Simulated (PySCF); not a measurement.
A PySCF script (with the pyscf-properties extension) for the NMR shieldings of SMILES N#CC[C@H]([SiH3])CF, C₄H₈FNSi, on a GFN2-xTB geometry:

```python
import basis_set_exchange as bse
import numpy as np
from pyscf import gto, dft
from pyscf.prop import nmr

atoms = """
N     3.182580   -1.134229   -0.031198
C     2.315086   -0.400530   -0.161716
C     1.187218    0.479473   -0.326221
C    -0.132709   -0.304924   -0.251967
Si   -1.617940    0.807717   -0.743075
C    -0.318911   -0.877730    1.144603
F    -0.572287    0.134386    2.044289
H     1.281720    0.984049   -1.291634
H     1.211925    1.235356    0.463667
H    -0.068862   -1.157087   -0.935918
H    -1.667044    1.959569    0.150831
H    -2.828418   -0.006893   -0.652973
H    -1.374803    1.237676   -2.122408
H     0.577447   -1.396594    1.504303
H    -1.179414   -1.552249    1.187505
"""
names = dict.fromkeys(["N", "C", "Si", "F", "H"], "pcSseg-1")
basis = {el: gto.basis.parse(bse.get_basis(n, elements=[el], fmt="nwchem")) for el, n in names.items()}
mol = gto.M(atom=atoms, basis=basis, charge=0, verbose=0)
mf = dft.RKS(mol, xc="PBE0")
mf.grids.level = 2
mf.grids.alignment = dft.numint.BLKSIZE   # the property module wants whole blocks of grid points
mf.conv_tol = 1e-9
mf.kernel()

calc = nmr.RKS(mf)   # GIAO
C = mf.mo_coeff
Co = C[:, mf.mo_occ > 0]
resp = mf.gen_response(singlet=True, hermi=2)
def vind(x):   # induced exchange potential for any number of trial vectors
    d = np.einsum("pi,xij,qj->xpq", C, 2 * x.reshape(-1, C.shape[1], Co.shape[1]), Co, optimize=True)
    return np.einsum("xpq,pi,qj->xij", resp(d - d.transpose(0, 2, 1)), C, Co, optimize=True).ravel()
mo1, _ = nmr.rhf.solve_mo1(calc, with_cphf=vind)
sigma = calc.kernel(mo1)
for i, s in enumerate(sigma):   # ppm
    print("%2d %-2s %9.2f" % (i, mol.atom_pure_symbol(i), np.trace(s) / 3))
```

Q: What are the results?

A: 
```
 0 N     -31.89
 1 C      62.80
 2 C     170.07
 3 C     158.98
 4 Si    415.34
 5 C     100.83
 6 F     424.42
 7 H      29.43
 8 H      29.15
 9 H      30.51
10 H      27.74
11 H      27.74
12 H      27.96
13 H      26.33
14 H      26.90
```

These numbers come from an equivalent density-fitted implementation of the same equations, which agrees with the script to about 0.01 ppm for H and up to a few tenths of a ppm for heavy atoms, so last digits may differ.

Q: Turn these shieldings into chemical shifts. Chemical shifts δ = σref − σ; ¹⁵N (267.73 ppm) vs NH3; ¹³C (186.93 ppm), ²⁹Si (349.16 ppm), ¹H (31.72 ppm) vs TMS; CFCl3 for ¹⁹F (170.95 ppm), all at this level.

A: Averaging equivalent atoms: N 0: 299.6; C 1: 124.1; C 5: 86.1; C 3: 27.9; C 2: 16.9; Si 4: -66.2; F 6: -253.5; H 13: 5.38; H 14: 4.82; H 10/11/12: 3.91; H 8: 2.56; H 7: 2.29; H 9: 1.21 ppm. Unscaled 19F shifts against computed CFCl3 carry errors that often reach 10 to 50 ppm. Experimental scales use liquid or dissolved standards, which lie at an offset from isolated NH3 (liquid NH3: subtract about 20 ppm). Unscaled 15N shifts of sp2 nitrogen come out 20 to 40 ppm too high even then.

Size and cost of the density-fitted run: 166 basis functions, 40 s wall time on 1 thread of an Arm Neoverse N1, shared host; peak memory 0.84 GiB.
